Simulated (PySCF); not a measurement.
What settings do to a single point of [Pb(OH)3]+

The sound run of [Pb(OH)3]+ (singlet) uses PySCF 2.14.0, RKS r2SCAN, Pb def2-SVP with ECP60, O def2-SVP, H def2-SVP; non-relativistic Hamiltonian with scalar-relativistic core potentials where named; density fitting; no spin-orbit coupling, grid (50, 194), threshold 1e-8 Eh and 55 cycles, at the relaxed geometry:

```xyz
7

Pb    0.5753   -0.0179    0.0891
O    -0.3150    0.0281    1.9363
H    -1.2907    0.0467    1.8528
O    -0.2053   -0.0207   -1.8247
H    -1.1841   -0.0047   -1.8182
O     2.6114   -0.0466    0.1712
H     2.9814   -0.0732   -0.7355
```

There Pb1 has a Mulliken charge of 1.26 e and the dipole about the centre of mass is 3.22 D. Each run below changes one thing and starts from free metal ions and neutral atoms unless it says otherwise; with 55 cycles, smearing, a level shift and second-order steps follow where DIIS fails, and their cycles count. Energy shifts count from the sound run.

```csv
change,outcome,cycles,energy shift (eV),largest force component (eV/Å),charge on Pb1 (e),dipole about the centre of mass (D)
"start from the bare core Hamiltonian, limit 84 cycles",converged,16,0.0000,0.01,1.26,3.22
"O2 put 1.1 Å from Pb1, limit 73 cycles",converged,12,59.01,238.60,1.92,4.15
all coordinates × 1.12,converged,11,1.79,3.77,1.18,3.33
threshold 0.001,converged,7,0.0189,0.18,1.26,3.08
```

How does the run with this change end: grid (99, 590)?

outcome converged, cycles 10, energy shift (eV) 0.0131, largest force component (eV/Å) 0.02, charge on Pb1 (e) 1.26, dipole about the centre of mass (D) 3.22.

Unsound on purpose, so not properties of the compound: O2 put 1.1 Å from Pb1, limit 73 cycles.

Forces carry noise of the integration grid, about 0.01 to 0.03 eV/Å.

No frequency check is given that shows the relaxed geometry to be a minimum.
